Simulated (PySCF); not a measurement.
# [Gd(H2O)]3+: one run

[Gd(H2O)]3+ (singlet in the valence; each metal's 4f electrons, 7 of them, lie in its core potential, out of spins and levels). PySCF 2.14.0, RKS PBE0, Gd lcecp-1-SVP with ECP53, O def2-SVP, H def2-SVP; non-relativistic Hamiltonian with scalar-relativistic core potentials where named; density fitting; no spin-orbit coupling. Purpose: finer grid at the relaxed geometry.

```python
mol = gto.M(atom='''
Gd     0.00000     0.00000    -0.07533
O      0.00000     0.00000     2.12483
H      0.77956    -0.00000     2.75426
H     -0.77956     0.00000     2.75426''',
    basis={'Gd': 'lcecp-1-SVP', 'O': 'def2-SVP', 'H': 'def2-SVP'},
    ecp={'Gd': 'lcecp-1-SVP'},
    charge=3, spin=0)
mf = dft.RKS(mol, xc='PBE0')
mf.grids.atom_grid = (75, 302)  # f atoms: unpruned, at least (60, 302)
mf = mf.density_fit()  # fitting sets: Gd AutoAux, O def2-universal-JKFIT, H def2-universal-JKFIT
mf.conv_tol = 1e-09; mf.max_cycle = 55
mf.kernel(dm0)  # dm0: converged density of the relaxed state
mf.nuc_grad_method().kernel()
```

Run from Python with OMP_NUM_THREADS=2; the lines above give its settings. Where DIIS fails, smearing, a level shift and second-order steps follow.
It took 2.7 s on 2 threads of Arm Neoverse V2 (shared host), with gradient, populations and further properties, from an already converged density.

Question: Where do the frontier levels lie, over both spins?

Answer: HOMO -28.07 eV, LUMO -20.62 eV. The 4f levels lie in the core potential and are missing.

Question: What are the Mulliken charges and spins?

Answer: 
| atom | charge (e) | spin (e) |
| --- | --- | --- |
| Gd1 | 2.560 | 0.000 |
| O2 | -0.310 | 0.000 |
| H3 | 0.375 | 0.000 |
| H4 | 0.375 | 0.000 |
The spin of the 4f electrons in the core isn't counted.

Question: What forces act on the atoms (eV/Å)?

Answer: 
```
Gd  0.00 0.00 0.00
O   0.00 0.00 0.00
H   0.00 0.00 0.00
H   0.00 0.00 0.00
```
Forces carry noise of the integration grid, about 0.01 to 0.03 eV/Å.

An lcecp potential fixes the number of 4f electrons, so in runs with it no electron can move into or out of that shell.
